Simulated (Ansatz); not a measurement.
Consider the ligand exchange at the Si–O bond: `O[SiH](O)N[SiH](O)Cl` + HCl → `O[Si@@H](Cl)N[Si@@H](O)Cl` + H₂O.

Computed with Ansatz on PBE0-D4/def2-TZVP structures; ΔE is electronic, products minus reactants. CBS: MP2 limit from def2 TZ/QZ plus the TZ coupled-cluster correction, frozen cores. This one scheme is used for every species. Each species was taken in one conformer, which may not be the lowest.

```csv
species,CCSD(T)/CBS(def2) energy (Eh)
`O[SiH](O)N[SiH](O)Cl`,-1322.06544
HCl,-460.38127
`O[Si@@H](Cl)N[Si@@H](O)Cl`,-1706.06461
H₂O,-76.37941
```

(1) Work out ΔE.

Largest T1 diagnostic among the species: 0.011.

Answers

(1) ΔE = (-1706.06461) + (-76.37941) − (-1322.06544) − (-460.38127) = 0.00269 Eh = +7.1 kJ/mol.

The D4 term adds −3.0 kJ/mol with B3LYP and −1.7 kJ/mol with PBE0; it sums over pairs of atoms, weighted by their polarisabilities, and B3LYP, whose exchange is more repulsive, gets the larger term.

B3LYP here is the variant with VWN-RPA as its local correlation; programs differ in this.
